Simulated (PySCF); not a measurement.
Sn(Cl)2(Me)(OMe) (C₂H₆Cl₂OSn), SMILES [CH3][Sn]([Cl])([O]C)[Cl].

Coordinates come from a B3LYP-D3(BJ)/def2-SVP optimisation. The def2 effective core potentials stand for the cores of Sn; spin–orbit coupling is left out. One conformer was computed; it need not be the lowest.

Level of theory: PBE/def2-TZVP in PySCF.

Gas-phase values at a fixed geometry.

```yaml
total_energy: -1289.37545 hartree
point_group: Cs
highest_occupied_level: -6.56 eV
lowest_empty_level: -2.84 eV
orbital_gap: 3.72 eV
dipole_moment: 2.48 D
quadrupole, principal values (traceless, Buckingham form, about the centre of nuclear charge): -7.00, -5.13, 12.13 D·Å
mean_static_polarisability: 95.3 bohr³ (14.12 Å³)
polarisability_principal_values: 89.4, 95.3, 101.2 bohr³
```
